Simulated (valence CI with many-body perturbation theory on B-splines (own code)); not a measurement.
Values are calculated unless marked as measured or tabulated.
## Br²²⁺: magnetic and hyperfine properties of the levels

Method: configuration interaction combined with many-body perturbation theory (CI+MBPT): three valence electrons over a frozen Dirac-Fock core [Ne], radial functions for each j: 11 s, 11 p, 9 d, 7 f, 5 g, 2 h, 1 i, with the one-electron correlation potential Σ1, the two-electron term Σ2, the three-electron term Σ3, Breit, model QED; selected CI, second order for the rest (own B-spline code, finite nucleus).

No measured levels were compared; by estimate levels of excited configurations hold to 0.05 to 0.15 % of their energy, terms of the ground configuration to about 0.5 %.

A/g_I is the dipole constant over the nuclear g factor μ/I (μ in nuclear magnetons, uniformly magnetised nucleus), B/Q the quadrupole constant per barn. Both hold the static response of the core; the bare values leave it out. Large factors of s and p1/2 electrons are usually good to 5 to 10 %; those of open d and f shells near neutrality can be off by tens of per cent, and small factors of p3/2, d and f electrons come from cancelling terms and can be off by a factor of two or in sign, in half-filled shells by more. B is blank for J = 1/2, where it vanishes, and for nearly pure S terms. Energies count from the lowest level.

Names give the largest LS component (configuration and term), which can be under half, so a name can repeat, a term be missing and a line seem to break the LS rules; names also repeat where a configuration has a term twice. Letters in brackets count levels of one name in rising energy.

| Level | E (cm⁻¹) | g | A/g_I (MHz) | A/g_I bare | B/Q (MHz/b) | B/Q bare |
| --- | --- | --- | --- | --- | --- | --- |
| 3s²3p ²P°_1/2 | 0 | 0.663 | 82400 | 79200 |  |  |
| 3s²3p ²P°_3/2 | 84886 | 1.332 | 15500 | 15400 | 27800 | 26900 |
| 3s3p² ⁴P_1/2 | 391540 | 2.606 | 180000 | 174000 |  |  |
| 3s3p² ⁴P_3/2 | 435760 | 1.719 | 69000 | 67000 | 22600 | 21900 |
| 3s3p² ⁴P_5/2 | 468930 | 1.532 | 73900 | 71600 | -16100 | -15600 |
| 3s3p² ²D_3/2 | 546290 | 0.831 | -8890 | -8150 | 32600 | 31600 |
| 3s3p² ²D_5/2 | 571920 | 1.264 | 64900 | 62600 | 38000 | 36900 |
| 3s3p² ²P_1/2 | 624630 | 1.240 | 65700 | 63200 |  |  |
| 3s3p² ²S_1/2 | 709130 | 1.485 | 213000 | 204000 |  |  |
| 3s3p² ²P_3/2 | 720240 | 1.298 | -18400 | -16600 | -25600 | -24800 |
| 3s²3d ²D_3/2 | 800650 | 0.811 | 719 | 1240 | 8340 | 8400 |
| 3s²3d ²D_5/2 | 812150 | 1.199 | 11800 | 11800 | 11700 | 11800 |
| 3p³ ²D°_3/2 | 996960 | 1.154 | 7750 | 8110 | 20300 | 19700 |
| 3p³ ²D°_5/2 | 1036900 | 1.195 | 33300 | 32600 | -9640 | -9240 |
| 3p³ ⁴S°_3/2 | 1046500 | 1.596 | -5890 | -3960 | -6740 | -6500 |
| 3s3p3d ⁴F°_3/2 | 1086000 | 0.449 | -25000 | -23800 | 11900 | 11800 |
| 3s3p3d ⁴F°_5/2 | 1103400 | 1.043 | 26800 | 26200 | 7220 | 7310 |
| 3s3p3d ⁴F°_7/2 | 1130100 | 1.247 | 39900 | 38800 | 9260 | 9410 |
| 3p³ ²P°_1/2 | 1136400 | 0.663 | 72400 | 69000 |  |  |
| 3s3p3d ⁴D°_3/2 | 1165600 | 1.347 | 22700 | 22700 | -2200 | -2080 |
| 3s3p3d ⁴P°_5/2 | 1165800 | 1.474 | 44000 | 42900 | 10300 | 10300 |
| 3s3p3d ⁴D°_1/2 | 1173200 | 0.250 | -87700 | -83700 |  |  |
| 3s3p3d ⁴F°_9/2 | 1175600 | 1.332 | 37000 | 36100 | 34000 | 33400 |
| 3p³ ²P°_3/2 | 1177500 | 1.333 | 14200 | 14600 | -4940 | -4770 |
| 3s3p3d ⁴D°_7/2 | 1224700 | 1.409 | 44000 | 42900 | -10400 | -9930 |
| 3s3p3d ⁴D°_5/2 | 1224800 | 1.331 | 39300 | 38400 | -5620 | -5520 |
| 3s3p3d ⁴P°_3/2 | 1228100 | 1.456 | 39800 | 39100 | -7330 | -7330 |
| 3s3p3d ⁴P°_1/2 | 1228300 | 2.425 | 144000 | 139000 |  |  |
| 3s3p3d ²F°_5/2 [a] | 1238900 | 1.105 | 32400 | 31600 | 3170 | 3390 |
| 3s3p3d ²D°_3/2 | 1242100 | 0.935 | -10700 | -9810 | -11400 | -10900 |
| 3s3p3d ²D°_5/2 [a] | 1266100 | 1.100 | 42700 | 41200 | 4530 | 4650 |
| 3s3p3d ²F°_7/2 [a] | 1319600 | 1.141 | 4330 | 4770 | 33800 | 33300 |
| 3s3p3d ²P°_3/2 [a] | 1352900 | 1.173 | 14900 | 14900 | 3050 | 3150 |
| 3s3p3d ²F°_7/2 [b] | 1392800 | 1.149 | 34900 | 33900 | 32200 | 31800 |
| 3s3p3d ²P°_1/2 [a] | 1396400 | 0.658 | -85600 | -81500 |  |  |
| 3s3p3d ²F°_5/2 [b] | 1399600 | 0.881 | -15400 | -14200 | 27400 | 27000 |
| 3s3p3d ²P°_1/2 [b] | 1423800 | 0.658 | 33000 | 31900 |  |  |
| 3s3p3d ²P°_3/2 [b] | 1433700 | 1.094 | 55900 | 53700 | -1930 | -1620 |
| 3s3p3d ²D°_5/2 [b] | 1439900 | 1.171 | -11800 | -10500 | -17700 | -16900 |
| 3s3p3d ²P°_3/2 [c] | 1442100 | 1.179 | -913 | -15.2 | -12800 | -12400 |

Take the isotope of mass number 79, with I = 3/2, μ = 2.1046 μN and Q = 0.3087 b. What is the hyperfine structure of 3s3p² ²P_1/2?

From the table A = 92200 MHz. Shifts from the centre of gravity in MHz: F = 1: -115000, F = 2: 69200.
